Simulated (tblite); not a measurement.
Compound: C₇H₉FNP.
Cartesian coordinates in Å at the GFN2-xTB level; atoms count from 1:
```xyz
19
C7H9FNP angstrom
C      3.307    0.509   -0.331
C      2.007   -0.188   -0.089
C      0.832    0.446    0.173
N     -0.225   -0.395    0.366
C     -1.552    0.031    0.669
C     -2.204    1.041   -0.228
C     -2.675   -0.380   -0.237
C      0.156   -1.689    0.258
F     -0.793   -2.620    0.441
P      1.816   -1.956   -0.098
H      3.716    0.233   -1.301
H      3.169    1.588   -0.300
H      4.037    0.228    0.428
H      0.670    1.507    0.242
H     -1.752    0.083    1.735
H     -2.825    1.797    0.225
H     -1.640    1.389   -1.081
H     -3.623   -0.623    0.214
H     -2.431   -0.990   -1.093
```

Computed values, GFN2-xTB/tblite, gas phase, harmonic and unscaled. Against measured fundamentals such values can be off by several per cent, at times by over 20. One conformer, not necessarily the lowest.

Harmonic wavenumbers (cm⁻¹): 45.8, 48.4, 95.0, 142.8, 154.9, 252.6, 299.2, 325.2, 367.1, 435.8, 447.3, 475.6, 510.7, 586.7, 712.0, 739.5, 763.6, 794.3, 859.0, 906.4, 994.6, 1010.7, 1026.1, 1032.4, 1073.7, 1078.2, 1083.2, 1102.3, 1146.7, 1159.3, 1215.3, 1247.7, 1262.1, 1340.5, 1383.8, 1404.3, 1418.3, 1428.8, 1474.5, 1478.9, 1482.7, 1554.5, 3003.9, 3005.9, 3018.3, 3028.2, 3097.5, 3103.4, 3105.8, 3122.8, 3123.7.

A = 2012, B = 893.1, C = 647.1 MHz; mass 157.046 u (most abundant isotopes); point group C1, symmetry number 1.

Problem. What is the zero-point energy?

Solution. ½Σν̃ = 31985 cm⁻¹ = 91.45 kcal/mol.

Problem. Entropy at 400 K, 1 bar (ideal gas, RRHO, classical rotation)?

Solution. Translation 42.55, rotation 30.88, vibration 40.71: S = 114.1 cal/(mol K).

Problem. And Cp and H(400 K) − H(0)?

Solution. Cp = 49.66 cal/(mol K), of which vibrations give 41.71 (their classical limit is 51 R = 101.3); H(400 K) − H(0) = 11.54 kcal/mol without the zero-point energy, 8.36 from vibrations.

Problem. Blend soft modes into free rotors: weight 1/[1 + (100 cm⁻¹/ν̃)⁴] for the oscillator and the rest for a rotor with moment μB/(μ + B), μ = h/(8π²ν), B = 10⁻⁴⁴ kg m². What vibrational entropy results?

Solution. 36.94 cal/(mol K) in place of 40.71, which changes −T·S at 400 K by +1.51 kcal/mol.

Problem. Which modes carry the vibrational entropy at 400 K?

Solution. 45.8 cm⁻¹: 5.57; 48.4 cm⁻¹: 5.46; 95.0 cm⁻¹: 4.13; 142.8 cm⁻¹: 3.33; 154.9 cm⁻¹: 3.18; 252.6 cm⁻¹: 2.24 cal/(mol K); the other 45 give 16.79 together.

Problem. How do the functions run with temperature in this model?

Solution. 
```json
{"T (K)": "50", "S (cal/(mol K))": "60.8", "Cp (cal/(mol K))": "13.6", "H − H(0) (kcal/mol)": "0.52", "G − H(0) (kcal/mol)": "-2.52", "ln q(vib)": "0.69"}
{"T (K)": "100", "S (cal/(mol K))": "71.8", "Cp (cal/(mol K))": "18.7", "H − H(0) (kcal/mol)": "1.33", "G − H(0) (kcal/mol)": "-5.85", "ln q(vib)": "2.02"}
{"T (K)": "298.15", "S (cal/(mol K))": "101.1", "Cp (cal/(mol K))": "39.1", "H − H(0) (kcal/mol)": "7.01", "G − H(0) (kcal/mol)": "-23.14", "ln q(vib)": "7.29"}
{"T (K)": "373.15", "S (cal/(mol K))": "110.8", "Cp (cal/(mol K))": "47.0", "H − H(0) (kcal/mol)": "10.24", "G − H(0) (kcal/mol)": "-31.09", "ln q(vib)": "9.26"}
{"T (K)": "500", "S (cal/(mol K))": "126.2", "Cp (cal/(mol K))": "58.5", "H − H(0) (kcal/mol)": "16.97", "G − H(0) (kcal/mol)": "-46.14", "ln q(vib)": "12.59"}
{"T (K)": "750", "S (cal/(mol K))": "153.2", "Cp (cal/(mol K))": "74.1", "H − H(0) (kcal/mol)": "33.71", "G − H(0) (kcal/mol)": "-81.15", "ln q(vib)": "18.98"}
{"T (K)": "1000", "S (cal/(mol K))": "175.9", "Cp (cal/(mol K))": "83.8", "H − H(0) (kcal/mol)": "53.55", "G − H(0) (kcal/mol)": "-122.36", "ln q(vib)": "24.96"}
```

q(vib) and H(0) count from the zero-point level.

Problem. What must be added to the electronic energy to get the Gibbs energy at 400 K and 1 bar?

Solution. ZPE + [H(400 K) − H(0)] − T·S = 91.45 + 11.54 − 45.65 = 57.34 kcal/mol.

Hindered rotation and anharmonicity are outside this model. Other conformers, if any are populated, would add a mixing term that is left out. The structure is chiral; the term R ln 2 for an equal mix with its mirror image is left out.

On an Arm Neoverse V1 with one thread, on a shared host, this took 0.83 s. This covers the Hessian and the dipole derivatives.
